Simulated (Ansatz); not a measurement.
Gas-phase electronic energies from Ansatz, PBE0-D4/def2-TZVP geometries. CCSD(T)/CBS is the MP2 limit (def2-TZVPP, def2-QZVPP) plus CCSD(T) − MP2 in def2-TZVPP, frozen cores. This one scheme is used for every species. Functionals use def2-TZVPP. Elements past krypton have def2 core potentials. For Sn outer-core shells are correlated without core-valence functions, which leaves a few kJ/mol of doubt a bond.

`N#[C][Sn]([F])([C]#N)[C]#N` + HCl → `N#[C][Sn]([Cl])([C]#N)[C]#N` + H–F  (ligand exchange at the Sn–F bond)

| level | ΔE (kJ/mol) |
| --- | --- |
| PBE-D4 | -37.4 |
| BLYP-D4 | -31.7 |
| PBE-QIDH | -45.7 |
| BLYP | -24.4 |
| PBE0 | -40.6 |
| HF/def2-SVP | -42.7 |
| CCSD(T)/def2-SVP | -32.8 |
| HF/CBS(def2) | -34.7 |

(1) What does CCSD(T)/CBS give? (An estimate is asked.)

Largest T1 diagnostic among the species: 0.015.

Answers

(1) Computed: -42.7 kJ/mol. The listed levels differ from it by 5.3, 11.0, -3.0, 18.3, 2.1, 0.0, 9.9, 8.0 kJ/mol.

From r2SCAN to r2SCAN0 (25 % exact exchange), in def2-TZVPP and without D4, ΔE moves by −7.0 kJ/mol. The D4 term adds −6.3 kJ/mol with B3LYP and −3.6 kJ/mol with PBE0; it sums over pairs of atoms, weighted by their polarisabilities, and B3LYP, whose exchange is more repulsive, gets the larger term. Leaving LDA and LC-ωPBE aside and taking each functional with its dispersion term where it has one, the values, not all of them listed here, spread over 15.8 kJ/mol, from PBE-QIDH to B97M-V. LDA lies −5.7 kJ/mol from PBE without D4.

CCSD(T)/CBS has its own doubt, a few kJ/mol and more with outer-core shells, so smaller differences from it don't rank the levels.

B3LYP here is the variant with VWN-RPA as its local correlation; programs differ in this.
